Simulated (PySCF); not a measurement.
isobutene (C$_{4}$H$_{8}$), singlet, at a GFN2-xTB geometry. Base run: CCSD(T)/6-31G (PySCF).

The PySCF input:
```python
from pyscf import gto, scf, cc

mol = gto.Mole()
mol.atom = '''
    C    -0.00358310   -0.00726810    1.44953113
    C    -0.00031404   -0.00063701    0.12704302
    H    -0.00279626    0.90390212    2.02374365
    H    -0.00718605   -0.92415062    2.01456675
    C     0.00471228    1.26727735   -0.67219236
    H     0.00522655    2.14004904   -0.02485143
    H     0.88583506    1.30548006   -1.31233657
    H    -0.87305594    1.30972549   -1.31666310
    C    -0.00135772   -1.26047284   -0.68488177
    H    -0.00505058   -2.13969210   -0.04633590
    H    -0.87930414   -1.29223249   -1.32972503
    H     0.87958687   -1.29647792   -1.32539850
'''
mol.basis = '6-31g'
mol.verbose = 5
mol.build()

mf = scf.RHF(mol)
mf.kernel()

mycc = cc.CCSD(mf)
mycc.kernel()
et = mycc.ccsd_t()
print('E(CCSD(T)) = %.10f' % (mycc.e_tot + et))
```

Variants of this job, named by their change:

```csv
change,ΔE vs base (kcal/mol),MP2 correlation (Eh),CC correlation without the perturbative part (Eh),basis functions
base,0.000,-0.36627,-0.41472,52
cart = on,0.000,-0.36627,-0.41472,52
cc.diis_space = 3,0.000,-0.36627,-0.41472,52
frozen = 4,3.22,-0.36084,-0.40968,52
cc.level_shift = 0.2,0.000,-0.36627,-0.41472,52
method = ccsd,[?],-0.36627,-0.41472,52
cc.diis_space = 10,0.000,-0.36627,-0.41472,52
frozen = 3,2.45,-0.36216,-0.41089,52
method = mp2,[?],-0.36627,-,52
method = cisd,[?],-,-,52
```

**Question.** Complete the blanks.

**Answer.** 
- method = ccsd, ΔE vs base (kcal/mol): 6.58
- method = mp2, ΔE vs base (kcal/mol): 36.98
- method = cisd, ΔE vs base (kcal/mol): 40.43
